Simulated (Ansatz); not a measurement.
Reaction (cleavage of the Si–Ge bond): `C[SiH2][GeH3]` + `[NH2][SnH3]` → `C[SiH2][NH][SnH3]` + GeH₄

Calculated with Ansatz (gas phase, PBE0-D4/def2-TZVP geometries, no zero-point term in ΔE). CCSD(T)/CBS is the MP2 limit (def2-TZVPP, def2-QZVPP) plus CCSD(T) − MP2 in def2-TZVPP, frozen cores. Functionals use def2-TZVPP. def2 core potentials past Kr. For Ge, Sn outer-core shells are correlated without core-valence functions, which leaves a few kJ/mol of doubt a bond. Scalar relativity is left out up to krypton. One conformer a species, not always the lowest.

| level | ΔE (kJ/mol) | difference from CCSD(T)/CBS |
| --- | --- | --- |
| PBE-D4 | -29.2 | 19.3 |
| r2SCAN-D4 | -41.4 | 7.1 |
| PBE0-D4 | -35.9 | 12.6 |
| ωB97M-V | -48.9 | -0.4 |
| B2PLYP | -45.6 | 2.9 |
| PBE | -24.8 | 23.7 |
| HF/def2-TZVPP | -59.0 | -10.5 |
| CCSD(T)/def2-TZVPP | -48.0 | 0.5 |
| HF/def2-QZVPP | -61.4 | -12.9 |
| HF/CBS(def2) | -61.7 | -13.2 |
| CCSD(T)/CBS | -48.5 | 0 |

Largest T1 diagnostic among the species: 0.013.

From PBE to PBE0 (25 % exact exchange), in def2-TZVPP and without D4, ΔE moves by −7.2 kJ/mol. The D4 term adds −7.0 kJ/mol with B3LYP and −3.9 kJ/mol with PBE0; it sums over pairs of atoms, weighted by their polarisabilities, and B3LYP, whose exchange is more repulsive, gets the larger term. In def2-TZVPP, CCSD(T) changes the Hartree–Fock value by +11.0 kJ/mol (the triples alone add +1.0 kJ/mol) and MP2 by +5.9 kJ/mol.

B3LYP here is the variant with VWN-RPA as its local correlation; programs differ in this.
